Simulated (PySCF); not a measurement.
## Stretching ReO

Set-up: PySCF, scalar-relativistic core potentials, basis sets Re def2-TZVPP with ECP60, O def2-TZVPP. Energies in eV from Re (5d5 6s2) + O in their ground configurations at the same level. State: ⁶Σ⁺ (sextet), unpaired electrons σ ↑, π ↑↑, δ ↑↑.

```csv
R (Å),PBE0
1.490,-2.923
1.559,-4.106
1.628,-4.755
1.680,-4.981
1.732,-5.039
1.784,-4.967
1.853,-4.726
1.940,-4.268
2.044,-3.604
2.182,-2.715
```

Question: Put a parabola through the three lowest points of the PBE0 curve and estimate Re, k and ωe (reduced mass 14.73 u; 1 eV/Å² = 0.16022 mdyn/Å; ωe = 1302.8·√(k/μ) cm⁻¹).

Answer: Through R = 1.68, 1.732, 1.784 Å the second-order coefficient is 24.0 eV/Å², so Re ≈ 1.729 Å, k ≈ 7.70 mdyn/Å and ωe ≈ 942 cm⁻¹. A polynomial fit of higher order to the unrounded PBE0 energies gives Re = 1.727 Å, k = 7.84 mdyn/Å, ωe = 951 cm⁻¹; anharmonicity and rounding make the difference.

The higher-order fit for each curve: PBE0: Re = 1.727 Å, ωe = 951 cm⁻¹, De = 5.04 eV.

The metal atom is held in its measured ground configuration; semilocal functionals can put another filling of s and d lower by some tenths of an eV, and De to that atom would be smaller. ⟨S²⟩ of the unrestricted solution departs from its pure value on part of the curve, where spin states mix. Spin–orbit coupling is left out, which matters for elements this heavy, above all for dissociation energies. With d or f electrons several states lie close, and the lowest PBE0 determinant need not be the measured ground state.
